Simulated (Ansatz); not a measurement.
Species: B₂O₃, net charge 0, singlet state. 
Geometry from a B3LYP-D3(BJ)/def2-TZVP (Ansatz, a quantum-chemistry and plane-wave program) optimisation:
SMILES: B(=O)OB=O
```xyz
5

O     -2.3578    -0.3880    -0.4469
B     -1.2349     0.0007    -0.2404
O     -0.0192     0.4735    -0.0184
B      1.2301     0.1191     0.2357
O      2.3800    -0.1604     0.4682
```

Wanted: atomisation energy (electronic, to ground-state atoms); the coupled-cluster value holds the core correlation from cc-pwCVTZ, in kcal/mol. Valence correlation only, unless marked. UHF or UKS for open shells. No spin-orbit coupling. No relativistic terms. Basis-set limits of correlation are two-point, X^-3; Hartree-Fock from the larger set. The bracket is a focal-point correction in the basis named.

Level to compare with: RI-MP2/CBS(aug-cc-pVTZ,aug-cc-pVQZ)+[CCSD(T)-MP2]/aug-cc-pVTZ plus the core term (Ansatz), 658.8 kcal/mol. It is a level with limits of its own, and the differences hold the functionals' basis error too.

**Question.** Rank these functionals by how close they come to RI-MP2/CBS(aug-cc-pVTZ,aug-cc-pVQZ)+[CCSD(T)-MP2]/aug-cc-pVTZ, closest first: r2SCANh/def2-TZVPD (Ansatz); wB97M-V/def2-TZVPD (Ansatz); PBE/def2-TZVPD (Ansatz).

**Answer.** wB97M-V/def2-TZVPD (range-separated hybrid meta-GGA with VV10, 660.8 kcal/mol, difference 2.0), r2SCANh/def2-TZVPD (hybrid meta-GGA, 654.3 kcal/mol, difference -4.5), PBE/def2-TZVPD (GGA, 685.4 kcal/mol, difference 26.6)
